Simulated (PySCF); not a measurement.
**Structure from 2D NMR**

Compound of formula C₅H₁₀N₂Si. Correlations simulated from computed shifts and the bond graph:

HSQC (one-bond C–H):
```
  δH     δC
7.03  139.6
5.38  117.7
5.11  117.7
3.60   50.5
2.98   33.6
```

COSY cross peaks (H two or three bonds apart, from the bond graph; peaks can be absent where the dihedral angle is near 90°):
```
  δH    δH
7.03  5.38
7.03  5.11
5.38  5.11
3.60  2.98
```

HMBC (two and three bonds, from the bond graph):
```
  δH                  δC
7.03  150.2, 117.7, 33.6
5.38        150.2, 139.6
5.11        150.2, 139.6
4.92                50.5
3.60         150.2, 33.6
2.98  150.2, 139.6, 50.5
```

Carbons without hydrogens: δ 150.2.

Relativity neglected, fast rotation and ring inversion assumed for equivalent nuclei, a single conformation, no solvent. Geometry: GFN2-xTB; NMR shieldings at PBE0/pcSseg-1/GIAO; PySCF 2.14.

Scale: 1H, 13C vs TMS (reference shieldings calculated alike).

Exchangeable hydrogens are left out of these lists.

Task: Work out the connectivity.

Result: `C1(C=C)=NN([SiH3])CC1`.

Numbering as in the mapped SMILES `[CH2:1]=[CH:2][C:3]1=[N:4][N:5]([SiH3:6])[CH2:7][CH2:8]1`; H(Xn) means a hydrogen on atom n. Ha(C1) is cis to C3; Hb(C1) is trans to C3.

- δC 150.2 is C3, a C=N carbon.
- δC 139.6 is C2, an alkene CH (δH 7.03).
- δC 117.7 is C1, a terminal =CH2 carbon (δH 5.11, 5.38).
- δC 50.5 is C7, an sp3 CH2 bonded to N (δH 3.60).
- δC 33.6 is C8, an sp3 CH2 in a ring (δH 2.98).
- HMBC from δH 7.03 reaches the proton-free carbon C3.
- HMBC from δH 5.38 reaches the proton-free carbon C3.
- HMBC from δH 5.11 reaches the proton-free carbon C3.
- HMBC from δH 3.60 reaches the proton-free carbon C3.
- COSY links 7.03–5.38, 7.03–5.11, 5.38–5.11, 3.60–2.98.

This is the structure that produced the data.

Shifts are as computed. Against solution values, carbons near 30 ppm lie about +3 ppm off and those near 130 ppm about +5 ppm. Of 1211 compounds with measured shifts, 218 miss one by over three times the rms of a fit or turn the order of signals round; such compounds aren't used in these exercises.
